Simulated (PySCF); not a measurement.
C₂H₇Al, SMILES [CH3][AlH][CH3].

Coordinates come from a ωB97X-D3(BJ)/def2-SVP optimisation. The isomer is the one that the SMILES or the coordinates give; other isomers of the formula were not compared.

Two levels are set side by side: TDDFT-PBE/def2-SVPD (PySCF) and TDDFT-B3LYP/def2-SVPD (PySCF). Vertical, same geometry. The lowest singlet is HOMO→LUMO 100 % with PBE and HOMO→LUMO 100 % with the other functional; states are paired by order. Differences are taken from unrounded values.

```tsv
quantity	TDDFT-B3LYP	TDDFT-PBE	TDDFT-PBE minus TDDFT-B3LYP
lowest singlet excitation (eV)	5.33	4.98	-0.35
lowest triplet excitation (TDA) (eV)	5.05	4.70	-0.35
first bright state (f over 0.05) (eV)	6.58	6.18	-0.41
its oscillator strength	0.11	0.08	-0.03
```

A lower first singlet is the usual sign of a functional without exact exchange. Differences between two approximate levels are no errors against the true value.

Rough cost on one machine, each run with all the roots and properties that it gave: TDDFT-B3LYP against TDDFT-PBE about 2 times.
